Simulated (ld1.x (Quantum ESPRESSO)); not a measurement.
**indium: one change to a TM potential, before and after**

ld1.x (Quantum ESPRESSO) 7.5 input, shortened:

```
&input
   title='In', zed=49., rel=2, dft='PZ', iswitch=3,
   config='[Kr] 4d10 5s2 5p1', rel_dist='average'
 /
 &inputp
   pseudotype=2, tm=.true., lloc=-1, rcloc=1.05,
   nlcc=.false.
 /
3
5S  1  0   2.00   0.00  2.00  2.00  0.0
5P  2  1   1.00   0.00  2.30  2.30  0.0
4D  3  2  10.00   0.00  1.00  1.00  0.0
 &test
   configts(1)='4d10 5s2 5p1'
 /
```

Open shells are filled in proportion to 2j + 1 (rel_dist='average').

All-electron outer shells of the reference configuration (LDA (PZ), scalar-relativistic, ld1.x):

| shell | level (eV) | outermost node (bohr) | outermost maximum (bohr) |
| --- | --- | --- | --- |
| 4s | -119.46 | 0.41 | 0.77 |
| 4p | -78.05 | 0.42 | 0.82 |
| 4d | -18.71 | 0.40 | 0.94 |
| 5s | -8.49 | 1.02 | 2.13 |
| 5p | -2.70 | 1.14 | 2.85 |

Change: wave 5p (bound): rc 2.30 bohr becomes 5p (bound): rc 1.98 bohr.

Cutoffs: the cutoffs (Ry, on a coarse ladder) from which the occupation-weighted sum of valence levels, in a spherical-Bessel basis at the reference potential, stays within 10 and 1 mRy of its value at 400 Ry; they do not see the model core or the augmentation charge, which bear on the density cutoff. Errors are all-electron minus pseudo energies relative to the spin-unpolarised reference configuration.

Task: How do hardness, ghosts and transferability respond?

Result: The potential gets neither clearly harder nor softer (100 Ry and 140 Ry → 100 Ry and 140 Ry); both files keep a bound ghost (p, s); of the 6 tests that both files solve, the error grows in 2 and shrinks in 0 by more than 15 % and 0.3 meV (median size 4.0 → 5.1 meV).

```csv
quantity,base,changed
"cutoff, loose",100 Ry,100 Ry
"cutoff, tight",140 Ry,140 Ry
loose cutoff by channel (10 mRy a level),"s 8 Ry, p 18 Ry, d 80 Ry","s 8 Ry, p 21 Ry, d 80 Ry"
bound ghosts,"s, p3/2, p1/2","s, p1/2, p3/2"
"tests counted (converged, no solver errors)",6 of 7,6 of 7
"error for 4d10 5s2 5p0, meV [ΔE 5.61 eV]",+0.4,+0.9
"error for 4d10 5s1 5p0, meV [ΔE 25.27 eV]",+8.6,+9.0
"error for 4d10 5s0 5p0, meV [ΔE 54.01 eV]",+17,+17
"error for 4d10 5s1 5p1, meV [ΔE 12.29 eV]",+4.7,+4.7
"error for 4d10 5s2 5p0.5, meV [ΔE 2.05 eV]",+0.1,+0.2
"error for 4d10 5s0 5p3, meV [ΔE 12.13 eV]",+3.2,+5.4
```

Base: Tests not counted: 4d9 5s2 5p1 (solver errors, printed error -39.4 eV). These tests converged, but a pseudo level misses the all-electron one widely, so the file describes the atom poorly there or has found another state: 4d10 5s0 5p0: empty 5p by 2.8 eV (a node warning on the way). Changed file: Tests not counted: 4d9 5s2 5p1 (solver errors, printed error -1473 eV). A true bound ghost makes a file unfit for plane-wave use even where its test errors are small: the radial tests pick states by their node count and pass the ghost by. Where a test does run into it, the solver fails or the error is huge.
